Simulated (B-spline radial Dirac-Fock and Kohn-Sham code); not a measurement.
**Relativistic shifts of the levels of Ba⁵⁰⁺**

System: barium as Ba⁵⁰⁺ in the configuration 1s2 2s2 2p2.

Both columns are ΔSCF binding energies of the configuration average from a radial B-spline solver: non-relativistic Hartree-Fock with a point nucleus, and Dirac-Fock with a finite nucleus and the Coulomb interaction alone, averaged over the two j levels with weights 2j+1.

```csv
shell,Hartree-Fock (eV),Dirac-Fock (eV),shift (eV),shift (%)
1s,40441.9,42241.0,+1799.07,+4.45
2s,9413.1,9937.3,+524.16,+5.57
2p,9275.3,9486.8,+211.45,+2.28
```

Relativity binds 1s, 2s, 2p more strongly, among those listed most of all 2s in relative terms.

Values without a named source are computed, but for edge energies of neutral atoms, which are taken from tables.
